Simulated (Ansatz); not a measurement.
Abridged output of a molecular run in Ansatz:

```
Functional definition: HF
1957 factors; integrals over basis functions are off by at most 1.6e-3 eV
mean field evaluation 1: about -19134.3743 eV, gradient 3.5e1 eV
mean field evaluation 2: about -19134.6761 eV, gradient 3.5e1 eV
mean field evaluation 4: about -19138.3684 eV, gradient 3.6e0 eV
mean field evaluation 8: about -19138.4238 eV, gradient 1.5e-1 eV
mean field -19138.42386829 eV, -703.3241046702 hartree, gradient 2.2e-6 eV, S^2 0.000000; 0 other end points of the search recorded, 0 dependent functions left out
13 core orbitals not correlated: weight in the atoms' cores, before any rotation towards them, 1.000 or more for the frozen orbitals, at most 0.000 for the correlated occupied ones
reference -19138.42386829 eV, -703.3241046702 hartree; 16, 16 occupied and 316, 316 virtual orbitals, 1957 factors
second order -21.70130777 eV of doubles, -0.00000000 eV of singles
cycle   1  -23.06783947 eV  change    -1.4e0 eV  update   1.0e-1
cycle   2  -23.71107410 eV  change   -6.4e-1 eV  update   3.0e-2
cycle   3  -23.78739131 eV  change   -7.6e-2 eV  update   1.1e-2
cycle   4  -23.78234941 eV  change    5.0e-3 eV  update   3.0e-3
cycle   5  -23.78191664 eV  change    4.3e-4 eV  update   1.1e-3
cycle   6  -23.78173478 eV  change    1.8e-4 eV  update   3.1e-4
cycle   7  -23.78166032 eV  change    7.4e-5 eV  update   9.8e-5
cycle   8  -23.78167304 eV  change   -1.3e-5 eV  update   3.4e-5
perturbative correction -0.89465938 eV, -0.0328781259 hartree
Total energy: -19163.10020072 eV, -704.2309431606 hartree
```

Its atoms:

```xyz
17

C     0.2000    1.5878    0.8793
P    -0.0074    0.0005    0.0217
C    -1.7776   -0.3710    0.1833
C     0.8072   -1.2073    1.1061
Al    0.8110   -0.0097   -2.2828
H    -0.3325    2.3635    0.3267
H    -0.1787    1.5455    1.9029
H     1.2594    1.8489    0.8945
H    -1.9754   -1.3555   -0.2436
H    -2.3494    0.3655   -0.3836
H    -2.0990   -0.3559    1.2271
H     1.8787   -1.0017    1.1269
H     0.4099   -1.1687    2.1228
H     0.6619   -2.2084    0.6970
H    -0.1191    1.1494   -2.8925
H     2.3544    0.3438   -2.0112
H     0.4566   -1.5268   -2.6747
```

(1) Which basis set was used?
A. def2-TZVPP
B. cc-pV(D+d)Z
C. def2-SVP
D. def2-TZVPPD

(2) Write the keys of the input that set method, charge and spin (a neutral closed shell needs none for the last two).

## Answers

(1) A. It gives 345 functions.

(2) 
```yaml
correlation: {method: ccsd_t}
```
